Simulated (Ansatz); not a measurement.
The cluster B7H13. Charge 0, multiplicity 1. Geometry B3LYP-D4/def2-SVP.

| atom | x (Å) | y (Å) | z (Å) |
| --- | --- | --- | --- |
| B1 | -1.210 | -0.224 | 0.512 |
| B2 | 1.077 | 0.662 | -1.097 |
| B3 | -0.651 | 0.199 | -1.135 |
| B4 | 0.247 | 0.204 | 1.610 |
| B5 | 0.080 | 1.216 | 0.195 |
| B6 | 1.646 | 0.542 | 0.553 |
| B7 | -1.198 | -1.500 | -0.756 |
| H8 | 2.638 | 1.070 | 0.961 |
| H9 | -2.192 | -1.748 | -1.389 |
| H10 | 0.245 | 0.632 | 2.727 |
| H11 | 1.682 | 1.288 | -1.916 |
| H12 | -1.632 | -1.588 | 0.447 |
| H13 | -1.278 | 0.794 | -1.966 |
| H14 | -0.199 | 2.373 | 0.321 |
| H15 | 1.941 | -0.225 | -0.501 |
| H16 | -0.481 | -0.827 | 1.579 |
| H17 | -0.262 | -2.267 | -0.784 |
| H18 | -2.228 | 0.254 | 0.932 |
| H19 | 1.358 | -0.503 | 1.390 |
| H20 | 0.416 | -0.352 | -1.683 |

LC-ωPBE has ω = 0.4 bohr⁻¹. The structure comes from a short search, and lower isomers may exist.

**Question.** Estimate the orbital energies around the gap (eV) in Ansatz with PBE-D4/def2-TZVP, r2SCAN-D4/def2-TZVP, B97M-V/def2-TZVP, BHLYP-D4/def2-TZVP, LC-ωPBE/def2-TZVP.

**Answer.** 
```
orbital  PBE-D4/def2-TZVP  r2SCAN-D4/def2-TZVP  B97M-V/def2-TZVP  BHLYP-D4/def2-TZVP  LC-ωPBE/def2-TZVP
HOMO−13            -13.65               -14.26            -14.41              -17.16             -18.90
HOMO−12            -12.70               -13.23            -13.37              -15.96             -17.66
HOMO−11            -12.51               -13.01            -13.13              -15.69             -17.35
HOMO−10            -10.97               -11.40            -11.45              -14.00             -15.76
 HOMO−9            -10.69               -11.16            -11.26              -13.77             -15.41
 HOMO−8             -9.82               -10.18            -10.28              -12.54             -14.15
 HOMO−7             -9.46                -9.84             -9.92              -12.33             -13.87
 HOMO−6             -9.28                -9.65             -9.74              -12.03             -13.54
 HOMO−5             -9.00                -9.34             -9.48              -11.69             -13.23
 HOMO−4             -8.80                -9.15             -9.26              -11.53             -13.05
 HOMO−3             -8.53                -8.85             -8.98              -11.15             -12.68
 HOMO−2             -7.91                -8.19             -8.33              -10.26             -11.79
 HOMO−1             -7.50                -7.81             -7.90              -10.12             -11.61
   HOMO             -6.81                -6.99             -7.13               -8.65             -10.20
   LUMO             -2.72                -2.53             -2.60               -0.80               0.24
 LUMO+1             -1.05                -0.80             -0.97                0.84               1.95
 LUMO+2             -0.06                 0.37              0.01                1.18               2.39
 LUMO+3              0.00                 0.46              0.17                1.69               2.88
 LUMO+4              0.22                 0.82              0.28                1.69               2.91
 LUMO+5              0.48                 1.08              0.61                1.96               3.14
```
